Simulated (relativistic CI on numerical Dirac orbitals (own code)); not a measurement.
Radial Dirac CI calculation of Os3+.

Command:

```sh
python run_levels.py task.json out
```

Input:

```
atom Os  Z=76  charge=3  electrons=73
nucleus A=192  rms_radius_fm=5.4126
hamiltonian dirac-coulomb  breit=on  qed=on  c_scale=1
orbitals kli  potential=per-configuration
slater_scale 1
correlation none
mixing on
grid step=0.0125 r_max=64.9
scf mixing=0.4 start=green max_iterations=150 tolerance=2e-08 node_fill=0.05
configurations
  [Xe] 4f14 5d5
  [Xe] 4f14 5d4 6s
end
```

Output:

```
SCF 1: [Xe] 4f14 5d5
 iter      energy (Ha)   residual   last orbital (Ha)
    1    -17210.320865   3.93e+00     -3.91188
    2    -17265.433980   1.00e+00     -2.03725
    3    -17268.695029   2.43e-01     -1.52140
    4    -17269.060844   2.26e-01     -1.53773
    5    -17269.151367   4.45e-02     -1.45811
    6    -17269.160643   4.37e-03     -1.48286
    7    -17269.162356   7.76e-03     -1.48023
    8    -17269.161194   1.68e-03     -1.47673
    9    -17269.161435   1.75e-04     -1.47709
   10    -17269.161458   5.75e-06     -1.47715
   11    -17269.161459   3.30e-07     -1.47715
   12    -17269.161459   1.35e-08     -1.47715
SCF 2: [Xe] 4f14 5d4 6s
 iter      energy (Ha)   residual   last orbital (Ha)
    1    -17212.203750   3.90e+00     -2.26643
    2    -17265.291325   1.00e+00     -1.53797
    3    -17268.513409   2.42e-01     -1.30941
    4    -17268.866878   2.20e-01     -1.30724
    5    -17268.947667   4.34e-02     -1.26985
    6    -17268.957921   2.54e-03     -1.27742
    7    -17268.959275   6.91e-03     -1.27684
    8    -17268.958190   1.01e-03     -1.27526
    9    -17268.958388   1.06e-04     -1.27532
   10    -17268.958373   1.84e-05     -1.27530
   11    -17268.958371   1.29e-07     -1.27530
   12    -17268.958371   2.72e-07     -1.27530
   13    -17268.958371   1.61e-09     -1.27530
orbital energies (Ha): 4d5/2 -11.2005  4f5/2 -3.3520  4f7/2 -3.2493  5s -4.6801  5p1/2 -3.5147  5p3/2 -3.0648  5d3/2 -1.5231  5d5/2 -1.4772
configuration averages (Ha): Dirac-Coulomb, Breit, QED
  5d5                         -17269.161459   18.874053   12.861209
  5d4 6s                      -17268.958371   18.875027   12.862686
levels: no., configuration, term, J, E (cm-1), weight
   1 5d5                    6S   5/2              0.0  0.93
   2 5d5                    4G   5/2          20931.7  0.40
   3 5d5                    4G   7/2          24130.3  0.78
   4 5d5                    4G   5/2          24957.6  0.39
   5 5d5                    4P   3/2          24959.7  0.46
   6 5d5                    4G   11/2         25059.3  0.88
   7 5d5                    4G   9/2          25520.4  0.92
   8 5d5                    4P   1/2          27001.6  0.60
   9 5d5                    4D   7/2          29882.2  0.78
  10 5d5                    4D   5/2          31967.7  0.43
  11 5d5                    4D   1/2          32463.1  0.62
  12 5d5                    4D   3/2          33785.8  0.44
  13 5d5                    2I   11/2         35713.7  0.80
  14 5d5                    2I   13/2         38368.0  1.00
lowest total energy -17237.629957 Ha
end: converged
```

With so few configurations and no correlation, terms lie too far apart (by 10 to 50 % or more near neutrality), their order can be wrong, and levels of other configurations are missing.
